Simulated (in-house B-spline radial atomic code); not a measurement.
Configurations of Cl II (Cl+), with energies counted from [Ne] 3s2 3p4. All numbers are computed (scalar-relativistic (X2C) B97-1, spin-polarised, spherical fractional occupations, exact exchange averaged over the configuration; Fermi nucleus of rms radius 3.3654 fm) with an all-electron radial atomic-structure program (B-spline basis), not measured. Shells without spins written out take the highest spin.

Occupations are held fixed; configurations that lie above the ionisation limit could autoionise.

| configuration | E - E(ref) (eV) | highest orbital | its <r> (bohr) |
| --- | --- | --- | --- |
| [Ne] 3s2 3p3 4p1 | 15.883 | 4p up | 4.997 |
| [Ne] 3s2 3p3 4d1 | 18.761 | 4d up | 7.089 |
| [Ne] 3s1 3p4 4p1 | 28.841 | 4p up | 4.957 |

Q: Order these further configurations by energy, lowest first.
A. [Ne] 3s1 3p5
B. [Ne] 3s1 3p4 4s1
C. [Ne] 3s1 3p4 3d1
D. [Ne] 3s2 3p3 4s1

A: A (12.923 eV), D (13.506 eV), C (26.228 eV), B (26.427 eV).
